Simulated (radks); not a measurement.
Au3+, configuration [Xe] 4f14 5d8. Calculated with a radial shooting solver on a logarithmic mesh with Libxc functionals: scalar-relativistic Kohn-Sham, PBE, spin-unpolarised, spherical densities, point nucleus. Some entries of the table are withheld. Estimate them.

orbital  occ.  eigenvalue (hartree)  <r^2> (bohr^2)
1s          2                   (1)       0.0003929
2s          2             -525.1738        0.005992
2p          6             -454.1192        0.005047
3s          2             -124.9837             (2)
3p          6             -104.3785         0.03974
3d         10             -82.39247         0.03292
4s          2             -28.18195          0.1869
4p          6             -21.42687          0.2136
4d         10             -13.32310          0.2427
5s          2                   (3)          0.9568
4f         14                   (4)          0.3008
5p          6              -3.51619           1.273
5d          8              -1.49306           2.379
6s          0              -1.22265           5.806
6p          0              -0.86839           8.697

Answer. 
(1) 1s eigenvalue (hartree): -2970.277
(2) 3s <r^2> (bohr^2): 0.03864
(3) 5s eigenvalue (hartree): -5.31599
(4) 4f eigenvalue (hartree): -4.32674
